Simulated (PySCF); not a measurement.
# Working out the electron affinity of Sn

Sn⁻ [Kr] 4d10 5s2 5p3 (4S) → Sn [Kr] 4d10 5s2 5p2 (3P). Computed with PySCF 2.14 in aug-cc-pwCVTZ-DK3, with the spin-free X2C one-electron Hamiltonian (Gaussian nucleus). Frozen: [Kr] 4d10. Energies in hartree (1 hartree = 27.21139 eV):

```
            part   Sn⁻ (lower)    Sn (upper)
             UHF  -6173.573996  -6173.538886
CCSD correlation     -0.071369     -0.057078
             (T)     -0.003300     -0.001709
```

Problem. What does Hartree-Fock give?

Solution. (-6173.538886) − (-6173.573996) = 0.035110 hartree = 0.955 eV.

Problem. What do CCSD and CCSD(T) give?

Solution. The CCSD correlation energies differ by 0.014291 hartree = 0.389 eV and the triples by 0.001591 hartree = 0.043 eV, so CCSD gives 1.344 eV and CCSD(T) 1.387 eV.

A first-order spin-orbit estimate adds -0.252 eV to CCSD(T) (valence), giving 1.135 eV against 1.112 eV (measured; photodetachment measurements, as compiled on the Wikipedia data page of electron affinities).

What remains against the reference includes basis incompleteness, the frozen core and higher excitations.
